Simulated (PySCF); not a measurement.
# La³⁵⁺: ionisation energy

La³⁵⁺ [Ar] 3d4 [3d3/2^4, M_J = 0] → La³⁶⁺ [Ar] 3d3 [3d3/2^3, M_J = 3/2], as a difference of total energies. Computed with PySCF 2.14 in an even-tempered Gaussian basis (16 s from 6.6 bohr⁻², ratio 2.8; 12 p from 8.6 bohr⁻², ratio 2.8; 8 d from 8.6 bohr⁻², ratio 2.8; 3 f from 29 bohr⁻², ratio 3), with the two-component X2C-1e Hamiltonian. Correlated levels: [Ne] frozen; the 74 highest virtual spinors dropped. "Screened" scales the spin-orbit matrix elements by Boettger's factors to mimic the two-electron term; Breit and QED terms are absent.

```csv
method,ionisation energy (eV)
GHF (spin-free),2370.6
GMP2 (spin-free),2370.7
GHF (screened spin-orbit),2375.9
GMP2 (screened spin-orbit),2377.0
```

Breit and QED terms and the two-electron picture change are absent.

The spin-free rows relax to the high-spin LS determinant and lack the spin-orbit shift.

The labels give the starting determinants; with spin-orbit coupling the two ends relaxed to ⟨J²⟩ = 0.00, ⟨L²⟩ = 2.42, ⟨S²⟩ = 2.42 and ⟨J²⟩ = 3.96, ⟨L²⟩ = 8.76, ⟨S²⟩ = 2.36.

For comparison: 2377 ± 5 eV (theoretical estimate listed by NIST; NIST Atomic Spectra Database, ionization energies).
